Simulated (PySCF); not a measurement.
## Dipole response of Te⁻ (tellurium, charge -1)

[Kr] 4d10 5s2 5p5, 2P determinant. All numbers are calculated (PySCF 2.14, a scalar-relativistic core potential, in def2-QZVPPD with the def2 core potential (28 electrons) (8s7p5d4f1g, 91 functions)). Coupled (time-dependent) response in atomic units; α is the mean over directions.

```tsv
method	mean α (bohr³)	α xx, yy, zz	C₆ (like pair)	S(−4)
UHF	84.05	67.95, 92.09, 92.09	1253	2225
PBE0	95.25	75.95, 104.9, 104.9	1460	3116
B97-3	101.8	79.98, 112.7, 112.7	1566	3829
```

S(−4) is the Cauchy moment in α(ω) = α(0) + S(−4) ω² + …

Spin-orbit coupling is absent.

α(iu) at PBE0:

```
u (hartree)  α(iu) (bohr³)
          0          95.25
     0.0500          88.34
      0.100          74.16
      0.200          49.11
      0.300          33.68
      0.500          18.44
      0.750          10.61
       1.00          7.014
       1.50          3.892
       2.00          2.571
       3.00          1.426
       5.00         0.6474
```

For an ion, C₆ is the dispersion term alone; charge-induced terms of lower order in 1/R come first.

The components differ because the open shell of this determinant is not spherical; for a pure term their mean is the scalar polarisability.

Energies and moments cover only the electrons outside the core potential.
